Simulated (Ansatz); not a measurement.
Two isomers of CH8BNSi2: A = `C[SiH]1[SiH2]B1N`, B = `C[SiH2]B1N[SiH2]1`.

Program: Ansatz. Geometries: PBE0-D4/def2-TZVP. ΔE: electronic, gas phase. CBS: MP2 limit from def2 TZ/QZ plus the TZ coupled-cluster correction, frozen cores. Functionals use def2-TZVPP. Each species was taken in one conformer, which may not be the lowest.

Q: Which is lower in electronic energy at CCSD(T)/CBS, and by how much? (Estimate.)

A: Computed: B, by 50.2 kJ/mol.

Q: Give E(B) − E(A) in kJ/mol with HF/def2-TZVPP, CCSD/def2-TZVPP, MP2/def2-TZVPP, B2PLYP, r2SCAN-D4, CCSD(T)/def2-TZVPP, ωB97M-V. (An estimate is asked.)

A: The calculation gave: HF/def2-TZVPP -70.8, CCSD/def2-TZVPP -54.1, MP2/def2-TZVPP -56.0, B2PLYP -52.1, r2SCAN-D4 -37.4, CCSD(T)/def2-TZVPP -50.3, ωB97M-V -52.7. None reverses the order clearly.

Largest T1 diagnostic: 0.015.

From PBE to PBE0 (25 % exact exchange), in def2-TZVPP and without D4, E(B) − E(A) moves by −6.7 kJ/mol. In def2-TZVPP, CCSD(T) changes the Hartree–Fock value by +20.5 kJ/mol (the triples alone add +3.8 kJ/mol) and MP2 by +14.8 kJ/mol.
